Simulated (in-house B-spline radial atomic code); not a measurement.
Ionisation energies along the 42-electron series, configuration 1s2 2s2 2p6 3s2 3p6 3d10 4s2 4p6 4d3/2(4) 4d5/2(2), as differences of self-consistent energies. Dirac energy differences include first-order Breit, QED and recoil terms. NIST's values go from ground level to ground level; the uncertainty of those that are theory runs from under 0.1 % in few-electron ions to several per cent in heavy many-electron ones. Computed with a radial B-spline atomic code at the basis-set limit: Dirac-Hartree-Fock, jj configuration that fills j = l - 1/2 first, finite nuclei.

A number in brackets counts the electrons of a j subshell.

| ion | configuration after | ionisation energy (eV) | IE/(q+1)² (eV) | -ε less Coulomb ΔSCF (eV) | Breit and QED recoil part (eV) | tabulated value (eV) | tabulated kind | computed minus tabulated (eV) |
| --- | --- | --- | --- | --- | --- | --- | --- | --- |
| Pm19+ | [Kr] 4d3/2(4) 4d5/2(1) | 569.8 | 1.4245 | 1.2008 | -0.080586 | 569 | tabulated theory | 0.8 |
| Sm20+ | [Kr] 4d3/2(4) 4d5/2(1) | 617.9 | 1.4011 | 1.2044 | -0.097982 | 617 | tabulated theory | 0.9 |
| Eu21+ | [Kr] 4d3/2(4) 4d5/2(1) | 667.7 | 1.3794 | 1.208 | -0.11697 | 667 | tabulated theory | 0.7 |
| Gd22+ | [Kr] 4d3/2(4) 4d5/2(1) | 719.2 | 1.3595 | 1.2115 | -0.13757 | 719 | tabulated theory | 0.2 |
| Tb23+ | [Kr] 4d3/2(4) 4d5/2(1) | ? | ? | ? | ? | ? | tabulated theory | ? |
| Dy24+ | [Kr] 4d3/2(4) 4d5/2(1) | 827.5 | 1.3239 | 1.2185 | -0.18386 | 827 | tabulated theory | 0.5 |
| Ho25+ | [Kr] 4d3/2(4) 4d5/2(1) | 884.2 | 1.308 | 1.2219 | -0.20965 | 885 | tabulated theory | -0.8 |
| Er26+ | [Kr] 4d3/2(4) 4d5/2(1) | 942.7 | 1.2931 | 1.2252 | -0.23728 | 943 | tabulated theory | -0.3 |
| Tm27+ | [Kr] 4d3/2(4) 4d5/2(1) | 1002.9 | 1.2792 | 1.2285 | -0.26679 | 1004 | tabulated theory | -1.1 |
| Yb28+ | [Kr] 4d3/2(4) 4d5/2(1) | 1064.8 | 1.2661 | 1.2316 | -0.29823 | 1065 | tabulated theory | -0.2 |
| Lu29+ | [Kr] 4d3/2(4) 4d5/2(1) | 1128.5 | 1.2538 | 1.2347 | -0.33167 | 1130 | tabulated theory | -1.5 |
| Hf30+ | [Kr] 4d3/2(4) 4d5/2(1) | ? | ? | ? | ? | ? | tabulated theory | ? |
| Ta31+ | [Kr] 4d3/2(4) 4d5/2(1) | 1261.0 | 1.2314 | 1.2407 | -0.40472 | 1262 | tabulated theory | -1.0 |
| W32+ | [Kr] 4d3/2(4) 4d5/2(1) | ? | ? | ? | ? | ? | semi-empirical | ? |
| Re33+ | [Kr] 4d3/2(4) 4d5/2(1) | 1400.4 | 1.2114 | 1.2463 | -0.48637 | 1402 | tabulated theory | -1.6 |
| Os34+ | [Kr] 4d3/2(4) 4d5/2(1) | 1472.7 | 1.2022 | 1.249 | -0.53054 | 1474 | tabulated theory | -1.3 |
| Ir35+ | [Kr] 4d3/2(4) 4d5/2(1) | 1546.7 | 1.1934 | 1.2517 | -0.57704 | 1548 | tabulated theory | -1.3 |
| Pt36+ | [Kr] 4d3/2(4) 4d5/2(1) | 1622.5 | 1.1851 | 1.2542 | -0.6259 | 1624 | tabulated theory | -1.5 |

(1) Fill in the row of Tb23+.

(2) Fill in the row of Hf30+.

(3) Fill in the row of W32+.

Results:

(1) ionisation energy (eV): 772.5; IE/(q+1)² (eV): 1.3411; -ε less Coulomb ΔSCF (eV): 1.215; Breit and QED recoil part (eV): -0.15985; tabulated value (eV): 772; computed minus tabulated (eV): 0.5.

(2) ionisation energy (eV): 1193.9; IE/(q+1)² (eV): 1.2423; -ε less Coulomb ΔSCF (eV): 1.2377; Breit and QED recoil part (eV): -0.36714; tabulated value (eV): 1195; computed minus tabulated (eV): -1.1.

(3) ionisation energy (eV): 1329.8; IE/(q+1)² (eV): 1.2211; -ε less Coulomb ΔSCF (eV): 1.2435; Breit and QED recoil part (eV): -0.44445; tabulated value (eV): 1335.1; computed minus tabulated (eV): -5.3.
